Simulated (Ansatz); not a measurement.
Ansatz (an electronic-structure program) input:

Ansatz 0.2 input:
```yaml
crystal:
  periodic: [false, false, false]
  atoms:
    - {symbol: Mg, position_ang: [-0.00000000, -0.00000000, -0.00000000]}
    - {symbol: C, position_ang: [1.61220562, 0.24079058, -1.31322951]}
    - {symbol: H, position_ang: [2.35834342, -0.54997301, -1.18953383]}
    - {symbol: H, position_ang: [2.12560455, 1.19413256, -1.15546417]}
    - {symbol: H, position_ang: [1.29099143, 0.21835513, -2.35900549]}
    - {symbol: C, position_ang: [-1.61220562, -0.24079058, 1.31322951]}
    - {symbol: H, position_ang: [-2.19206202, -1.13993701, 1.08381383]}
    - {symbol: H, position_ang: [-2.30280754, 0.60677307, 1.26812799]}
    - {symbol: H, position_ang: [-1.28006984, -0.32935074, 2.35206165]}
basis:
  gaussian:
    orbitals: def2-TZVP
magnetization: {spin_polarized: false}
correlation: {method: mp2, electrons: outside_noble_gas}
relax: {f_tol: 0.003, max_steps: 100}
```

Question: Predict the final energy.

Answer: -279.23565 Eh (MP2/def2-TZVP). The basis has 130 functions.
